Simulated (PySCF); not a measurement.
C₄H₈OSi₂.
Numbering: `[CH:1]#[C:2][C@@H:3]1[CH2:4][SiH2:5][O:6][SiH2:7]1`

Probes without a nucleus sit at each ring's centroid and 1 Å off its mean plane on both sides; NICS is minus the shielding there, NICSzz its component along the normal. Level: GIAO PBE/pcSseg-1 (PySCF, non-relativistic, gas phase) on the PBE0-D3(BJ)/def2-SVP geometry, one conformer.

Ring bond lengths (Å): C3–C4 1.552, C4–Si5 1.896, Si5–O6 1.682, O6–Si7 1.677, Si7–C3 1.917.

Problem. Give the NICS values of each ring in ppm.

Solution. 
```csv
ring,type,NICS(0),"NICS(1), two faces","NICS(1)zz, two faces",rms pucker (Å),"centre to ring atoms, mean (Å)"
C3–C4–Si5–O6–Si7,5-membered ring with O and 2 Si; formal bonds all single,-5.6,-2.9 / -3.4,-1.5 / -2.5,0.17,1.47
```

Problem. What do they say, and how far can they be read as aromaticity?

Solution. 
- C3–C4–Si5–O6–Si7: mean NICS(1)zz -2.0 ppm, near zero. C3, C4, Si5, Si7 have four or more neighbours; no verdict on aromaticity is drawn.

Problem. At the second NICS(1) probe listed for ring C3–C4–Si5–O6–Si7, 1 Å off the ring, what do the in-plane components average?

Solution. The isotropic value is a third of the trace: (3 × -3.4 − (-2.5))/2 = -3.8 ppm.

Problem. How shielded are the nuclei of the rings and their hydrogens (means over atoms taken as equivalent)?

Solution. 
| atoms | environment | σ isotropic (ppm) |
| --- | --- | --- |
| C3 | sp3 carbon bound to silicon | 163.2 |
| C4 | sp3 carbon bound to silicon | 160.3 |
| Si5 | oxygen-bound silicon | 330.6 |
| O6 | siloxane oxygen | 282.1 |
| Si7 | oxygen-bound silicon | 334.0 |
| H on C3 | methine hydrogen | 28.93 |
| H on C4 | methylene hydrogen | 29.69 |
| H on C4 | methylene hydrogen | 29.93 |
| H on Si5 | Si–H hydrogen | 25.82 |
| H on Si5 | Si–H hydrogen | 26.01 |
| H on Si7 | Si–H hydrogen | 25.96 |
| H on Si7 | Si–H hydrogen | 26.27 |

Problem. How do the values depend on the level or the medium?

Solution. 
| level | NICS(0), C3–C4–Si5–O6–Si7 | mean NICS(1)zz, C3–C4–Si5–O6–Si7 |
| --- | --- | --- |
| PBE/pcSseg-1, gas | -5.6 | -2.0 |
| PBE0/pcSseg-1, gas | -5.6 | -1.8 |
| PBE0/pcSseg-1, IEF-PCM chloroform | -5.6 | -1.8 |
| PBE0/pcSseg-1, IEF-PCM water | -5.6 | -1.8 |

The geometry is the same throughout; the continuum's cavity takes Bondi-type radii × 1.2.
